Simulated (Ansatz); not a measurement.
Basis-set extrapolation for `C=C[SiH](O)O[SiH2]O` (PBE0-D4/def2-TZVP geometry, frozen core, the Gaussian-basis code of Ansatz). Multiplicity 1, RHF reference.

```tsv
	def2-TZVPP	def2-QZVPP
HF	-883.209652	-883.243512
MP2 correlation	-1.273160	-1.371731
CCSD(T) correlation	-1.369854	not run
```

Energies in hartree. Use E(X) = E(∞) + A·exp(−7.88·√X) for Hartree–Fock and E(X) = E(∞) + B·X^(−2.97) for correlation, with X = 3 and 4, and add CCSD(T) minus MP2 of the smaller set to the MP2 limit.

Problem. What is the CCSD(T) energy at the basis-set limit?

Solution. HF limit: -883.243512 + (-0.033860) × 0.13774 = -883.24818. MP2 limit: -1.371731 + (-0.098571) × 0.74074 = -1.44475. Higher-order term: -1.369854 − (-1.273160) = -0.09669. Total: -884.78962 hartree, 131.8 kcal/mol below CCSD(T)/def2-TZVPP.
